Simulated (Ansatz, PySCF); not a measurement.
C₄H₁₀OSi, SMILES [Si@H]1(CO[C@@H]1C)C. Atoms are numbered in the order given.

```xyz
16

C     -1.4976     1.5283     0.4008
C     -1.0660     0.0874     0.2806
O     -1.0444    -0.3337    -1.0982
C      0.1083    -1.1800    -1.1875
Si     0.7589    -0.4626     0.4513
C      2.0318     0.9034     0.2909
H     -2.4921     1.6704    -0.0521
H     -1.5595     1.8284     1.4584
H     -0.7976     2.2050    -0.1129
H     -1.7578    -0.5585     0.8596
H      0.6604    -0.9897    -2.1229
H     -0.1647    -2.2530    -1.1652
H      1.1401    -1.3996     1.5566
H      2.0993     1.4943     1.2179
H      3.0306     0.4883     0.0834
H      1.7637     1.5819    -0.5330
```
Charge 0, spin multiplicity 1.

Geometry: PBE0-D3(BJ)/def2-SVP. The structure was generated by enumeration; whether it is a known compound was not checked.

Two levels are set side by side: PBE-D3(BJ)/def2-SVP (Ansatz, an electronic-structure program) and PBE0-D3(BJ)/def2-SVP (Ansatz). Each level has its own optimised geometry; the coordinates shown are those of the second. Frequencies come from the Hessian of PySCF at each geometry. Differences are taken from unrounded values.

```csv
quantity,PBE0-D3(BJ)
mean bond length (Å),1.344
bond C1–C2 (Å),1.509
bond C2–O3 (Å),1.442
bond C2–Si5 (Å),1.914
bond O3–C4 (Å),1.433
bond C4–Si5 (Å),1.904
bond Si5–C6 (Å),1.874
bond C1–H7 (Å),1.102
bond C1–H8 (Å),1.101
bond C1–H9 (Å),1.101
bond C2–H10 (Å),1.110
bond C4–H11 (Å),1.103
bond C4–H12 (Å),1.107
bond Si5–H13 (Å),1.498
bond C6–H14 (Å),1.101
bond C6–H15 (Å),1.101
bond C6–H16 (Å),1.101
highest harmonic wavenumber (cm⁻¹),3168
mean harmonic wavenumber (cm⁻¹),1381
zero-point energy (kcal/mol),82.89
```

**Question.** What does PBE-D3(BJ) give, and how far is it from PBE0-D3(BJ)? (Estimate from the structure and the level; the computed values follow.)

**Answer.** 
| quantity | PBE-D3(BJ) | PBE-D3(BJ) minus PBE0-D3(BJ) |
|---|---|---|
| mean bond length (Å) | 1.354 | 0.011 |
| bond C1–C2 (Å) | 1.516 | 0.007 |
| bond C2–O3 (Å) | 1.461 | 0.019 |
| bond C2–Si5 (Å) | 1.926 | 0.013 |
| bond O3–C4 (Å) | 1.450 | 0.018 |
| bond C4–Si5 (Å) | 1.915 | 0.011 |
| bond Si5–C6 (Å) | 1.886 | 0.012 |
| bond C1–H7 (Å) | 1.111 | 0.009 |
| bond C1–H8 (Å) | 1.109 | 0.008 |
| bond C1–H9 (Å) | 1.109 | 0.008 |
| bond C2–H10 (Å) | 1.119 | 0.010 |
| bond C4–H11 (Å) | 1.111 | 0.008 |
| bond C4–H12 (Å) | 1.117 | 0.010 |
| bond Si5–H13 (Å) | 1.511 | 0.012 |
| bond C6–H14 (Å) | 1.109 | 0.008 |
| bond C6–H15 (Å) | 1.109 | 0.008 |
| bond C6–H16 (Å) | 1.108 | 0.008 |
| highest harmonic wavenumber (cm⁻¹) | 3081 | -87 |
| mean harmonic wavenumber (cm⁻¹) | 1333 | -48 |
| zero-point energy (kcal/mol) | 80.04 | -2.86 |

Exact exchange shortens and stiffens bonds; PBE has none. Differences between two approximate levels are no errors against the true value.
